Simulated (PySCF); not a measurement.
**Telling isomers of C7H4Cl2O apart by NMR**

In vacuum, one conformer, no relativistic terms, fast rotation and ring inversion assumed for equivalent nuclei. Geometry: GFN2-xTB; shieldings: GIAO PBE0/pcSseg-1; PySCF.

Shifts are taken against calculated references (same method and geometry level): TMS for 1H (σref 31.72) and 13C (σref 186.93). Where no couplings were computed, multiplicities follow the n + 1 count of equivalent neighbours, and m marks all less simple cases (inequivalent or close neighbours, rings, F or P nearby). Shifts are as computed. Against solution values, carbons near 30 ppm lie about +3 ppm off and those near 130 ppm about +5 ppm; carbons on Cl a further +6 ppm. Of 1211 compounds with measured shifts, 218 miss one by over three times the rms of a fit or turn the order of signals round; such compounds aren't used in these exercises. Carbons bonded to Cl come out too deshielded.

(1) Tabulate the signals of `O=C(Cl)c1ccc(Cl)cc1`, `O=C(Cl)c1ccccc1Cl`, `O=C(Cl)c1cccc(Cl)c1` and their relative energies.

(2) What is the quickest way to tell O=C(Cl)c1ccc(Cl)cc1 from O=C(Cl)c1cccc(Cl)c1?

(3) What is the quickest way to tell O=C(Cl)c1ccccc1Cl from O=C(Cl)c1cccc(Cl)c1?

(4) What is the quickest way to tell O=C(Cl)c1ccc(Cl)cc1 from O=C(Cl)c1ccccc1Cl?

## Answers

(1) 
```tsv
SMILES	carbon types	δC	δH	E rel. (kcal/mol)
O=C(Cl)c1ccc(Cl)cc1	3×C 4×CH	175.7, 155.4, 140.5, 135.2, 134.2	8.56 (d, 2H), 7.73 (d, 2H)	0.0
O=C(Cl)c1ccccc1Cl	3×C 4×CH	172.2, 152.0, 144.4, 141.3, 138.0, 132.0, 131.7	9.00 (d, 1H), 7.83 (m, 1H), 7.76 (m, 1H), 7.64 (m, 1H)	6.8
O=C(Cl)c1cccc(Cl)c1	3×C 4×CH	176.2, 146.9, 142.5, 141.4, 137.8, 135.5, 135.1	8.70 (s, 1H), 8.32 (d, 1H), 7.89 (m, 1H), 7.74 (m, 1H)	0.9
```

Energies are electronic energies at PBE0/pcSseg-1 on these geometries, without zero-point or thermal terms, each for the one conformer computed, which needn't be the lowest.

(2) Count the carbon signals: 5 against 7. The first has an aromatic carbon bearing chlorine (C) at 155.4 ppm, the second an aromatic carbon bearing chlorine (C) at 146.9 ppm. Their most deshielded carbons lie at 175.7 and 176.2 ppm.

(3) Both give the same number of carbon signals, with the same numbers of each carbon type, so the positions decide. The first has a substituted aromatic carbon (C) at 132.0 ppm, the second a substituted aromatic carbon (C) at 137.8 ppm. Their most deshielded carbons lie at 172.2 and 176.2 ppm.

(4) Count the carbon signals: 5 against 7. The first has a carbonyl carbon (C) at 175.7 ppm, the second an aromatic CH at 144.4 ppm. Their most deshielded carbons lie at 175.7 and 172.2 ppm. In the proton spectra the most deshielded non-exchanging signals are 8.56 (d, 2H) and 9.00 (d, 1H).
